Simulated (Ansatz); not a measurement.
`[CH3][In-]([CH3])([F])[SeH2+]`. Total charge 0; spin multiplicity 1. In: def2 effective core potential.

```xyz
13

C     1.4184    1.8326   -0.1742
In    0.2033    0.0881   -0.3840
C    -1.6705   -0.5842   -1.1627
F     1.4212   -1.5289   -0.2367
Se   -0.0227   -0.7920    2.4683
H     2.3539    1.5488    0.3079
H     1.6409    2.2615   -1.1523
H     0.9126    2.5869    0.4295
H    -1.7600   -0.3333   -2.2207
H    -2.5004   -0.1226   -0.6263
H    -1.7225   -1.6674   -1.0513
H    -1.1628   -1.6657    2.1649
H     0.8886   -1.6238    1.6376
```

Q: What are the harmonic wavenumbers in cm⁻¹ at PBE0-D4/def2-TZVP (Ansatz, finite differences of forces, unscaled)? (Best estimate.)

A: Ansatz gave: 50, 58, 65, 81, 94, 105, 129, 141, 191, 335, 386, 490, 501, 541, 682, 698, 729, 745, 1069, 1192, 1195, 1448, 1451, 1451, 1455, 2274, 2457, 3062, 3064, 3154, 3155, 3164, 3166.

Q: Is this a minimum?

A: Yes, all 33 modes are real.

Q: Give the ideal-gas thermochemistry at 298.15 K and 1 bar (rigid rotor, harmonic oscillator; point group C1, symmetry number 1).

A: Zero-point energy 232.0 kJ/mol; H(298) − E = 264.1 kJ/mol; entropy 460.5 J/(mol·K), of which translation 177.5, rotation 124.3, vibration 158.7; G(298) − E = 126.8 kJ/mol. Modes under 100 cm⁻¹ are hindered rotations or soft bends, so the harmonic entropy is rough.

Q: And at 400, 500, 600, 800 and 1000 K?

A: 
| T (K) | H − E (kJ/mol) | S (J/mol/K) | G − E (kJ/mol) |
| --- | --- | --- | --- |
| 400 | 280.7 | 508.3 | 77.4 |
| 500 | 298.8 | 548.6 | 24.6 |
| 600 | 318.4 | 584.1 | -32.1 |
| 800 | 361.0 | 645.3 | -155.3 |
| 1000 | 407.4 | 697.0 | -289.6 |

Q: Rotational constants (cm⁻¹)?

A: 0.07635, 0.02864, 0.02644.
